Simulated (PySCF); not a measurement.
## WO2(OH), doublet: molecular constants

Method: UPBE0 in PySCF with W def2-TZVP with ECP60, O def2-TZVP, H def2-TZVP; scalar-relativistic core potentials, no spin–orbit coupling; density-fitted integrals.

The structure is a minimum.

```
Point group                                                                   : C1
Bond lengths                                                                  : O–H 0.959 Å, W–O 1.705 Å (×2), W–O 1.881 Å
Bond angles                                                                   : H–O–W 132.7°, O–W–O 111.8°, O–W–O 117.3°, O–W–O 120.8°
Atomisation energy without zero-point energy                                  : 2272 kJ/mol
Rotational symmetry number                                                    : 1
Zero-point energy                                                             : 49.5 kJ/mol
Lowest empty level (β)                                                        : -3.51 eV
Principal polarisabilities                                                    : 39.7, 46.5, 48.7 bohr³
Rotational constants                                                          : 0.2457, 0.1848, 0.1117 cm⁻¹
Heat capacity Cp at 298.15 K                                                  : 73.1 J/(mol K)
Principal quadrupole moments (Buckingham, traceless) about the centre of mass : -9.30, 0.37, 8.93 D Å
Dipole moment                                                                 : 3.94 D
Spin squared ⟨S²⟩                                                             : 0.758
Highest occupied level (α)                                                    : -7.45 eV
Enthalpy at 298.15 K above 0 K                                                : 16.06 kJ/mol
Entropy at 298.15 K and 1 bar (electronic part: spin only)                    : 324.1 J/(mol K)
```

Harmonic modes (masses in u: W 183.951, O 15.995, H 1.008):
```csv
symmetry,ω (cm⁻¹),IR (km/mol)
a,119,6.4
a,213,6.5
a,306,38.6
a,371,88.4
a,555,158
a,742,82.7
a,1002,226
a,1052,66.7
a,3919,243
```

Charges (e):
```
atom  Mulliken  Löwdin  polar tensor  spin (Mulliken)  Mayer order to W1
  W1      1.28    0.76          1.85             1.13                  –
  O2     -0.49   -0.31         -0.71            -0.06               2.08
  O3     -0.49   -0.31         -0.70            -0.05               2.09
  O4     -0.66   -0.31         -0.81            -0.02               1.06
  H5      0.36    0.18          0.36             0.00               0.02
```
Other Mayer orders above 0.3: O–H 0.86.

Mulliken populations on W1 (electrons outside its core potential): s 2.57, p 6.36, d 3.64, f 0.15.

Outer orbital energies (eV). α occupied: -11.85, -11.66, -11.27, -10.75, -10.06, -9.79, -8.98, -7.45; empty: -2.54, -1.77, -0.31, 0.25. β occupied: -12.35, -11.78, -11.57, -11.21, -10.65, -10.10, -9.74, -9.05; empty: -3.51, -2.03, -1.35, -0.05.

Other isomers or separated fragments may lie lower. With open d or f shells other occupations or spin states may lie lower. No spin–orbit coupling is included, which matters more the heavier the element.

The final relaxation and frequency run took 5.2 min on 4 threads of a shared Arm Neoverse V1 host, with 139 basis functions and 31 gradients; the process peaked at 1.6 GiB.
